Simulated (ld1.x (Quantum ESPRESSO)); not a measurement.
## What one change does to a pseudopotential (gold (Au), TM)

Au, norm-conserving Troullier–Martins (Kleinman–Bylander form), made with ld1.x (Quantum ESPRESSO) 7.5 (LDA (PZ), scalar-relativistic). Core [Kr] 4d10 4f14, reference 5s2 5p6 5d10 6s0 6p0 (charge +1). Waves: 5s (bound): rc 1.65 bohr; 5p (bound): rc 1.75 bohr; 5d (bound): rc 1.75 bohr. Local part: all-electron potential smoothed inside 1.60 bohr (lloc = -1). Core correction: a·sin(br)/r model core, default radius (core density twice the valence density).

Change: all radii but the core radius scaled by about 0.79 (s 1.30, p 1.38, d 1.38 bohr); local potential all-electron potential smoothed inside 1.26 bohr (lloc = -1).

Cutoffs: the cutoffs (Ry, on a coarse ladder) from which the occupation-weighted sum of valence levels, in a spherical-Bessel basis at the reference potential, stays within 10 and 1 mRy of its value at 400 Ry; they do not see the model core or the augmentation charge, which bear on the density cutoff. Errors are all-electron minus pseudo energies relative to the spin-unpolarised reference configuration.

What does the change do?

The potential gets harder (50 Ry and 80 Ry → 100 Ry and 160 Ry); of the 9 tests that both files solve, the error grows in 5 and shrinks in 3 by more than 15 % and 0.3 meV (median size 247.2 → 596.5 meV); neither file shows a bound ghost. A smaller radius makes the pseudo-wave follow the all-electron one further in, where it bends more sharply, so more plane waves are needed.

```csv
quantity,base,changed
"cutoff, loose",50 Ry,100 Ry
"cutoff, tight",80 Ry,160 Ry
loose cutoff by channel (10 mRy a level),"s 35 Ry, p 30 Ry, d 35 Ry","s 90 Ry, p 55 Ry, d 35 Ry"
bound ghosts,none,none
"error for 5s2 5p6 5d10 6s1 6p0, meV [ΔE -9.77 eV]",-446,+1053
"error for 5s2 5p6 5d9 6s0 6p0, meV [ΔE 21.50 eV]",-2.7,-2.0
"error for 5s2 5p6 5d8 6s0 6p0, meV [ΔE 55.67 eV]",-11,-6.0
"error for 5s2 5p5 5d10 6s1 6p0, meV [ΔE 56.63 eV]",-780,+1619
"error for 5s2 5p6 5d7 6s0 6p0, meV [ΔE 103.67 eV]",-29,-12
"error for 5s2 5p6 5d10 6s0.5 6p0, meV [ΔE -5.83 eV]",-247,+597
"error for 5s1 5p6 5d10 6s1 6p0, meV [ΔE 105.90 eV]",-1175,+1713
"error for 5s2 5p6 5d10 6s1 6p0 (spin-polarised), meV [ΔE -9.91 eV]",-444,+1046
"error for 5s2 5p6 5d9 6s0 6p0 (spin-polarised), meV [ΔE 21.36 eV]",+0.3,+0.4
```
